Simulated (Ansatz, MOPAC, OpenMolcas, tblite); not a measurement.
**A ladder of methods for AlNH2ClF (SMILES [NH2][Al]([F])[Cl])**

AlNH2ClF, singlet, SMILES `[NH2][Al]([F])[Cl]`. Each level relaxes the structure for itself.

Quantity: the highest harmonic wavenumber at each level's own minimum, in cm⁻¹. The values are calculated.

| level | kind | program | value (cm⁻¹) |
| --- | --- | --- | --- |
| AM1 | semi-empirical | MOPAC | 3594 |
| MNDO | semi-empirical | MOPAC | 3707 |
| PM3 | semi-empirical | MOPAC | 3607 |
| GFN1-xTB | semi-empirical | tblite | 3443 |
| HF/STO-3G | Hartree–Fock | Ansatz | 4216 |
| HF/3-21G | Hartree–Fock | OpenMolcas | 3809 |
| HF/6-31G* (Cartesian functions) | Hartree–Fock | Ansatz | 3894 |
| PBE/def2-SVP | GGA | Ansatz | 3609 |
| PBE0-D4/def2-TZVP | global hybrid | Ansatz | 3714 |
| B3LYP/6-31G* (Cartesian functions) | global hybrid | Ansatz | 3675 |

Harmonic and unscaled. The values span 3443 to 4216 cm⁻¹. Without the sets that lack polarisation functions the rows with a basis span only 3609 to 3894 cm⁻¹.
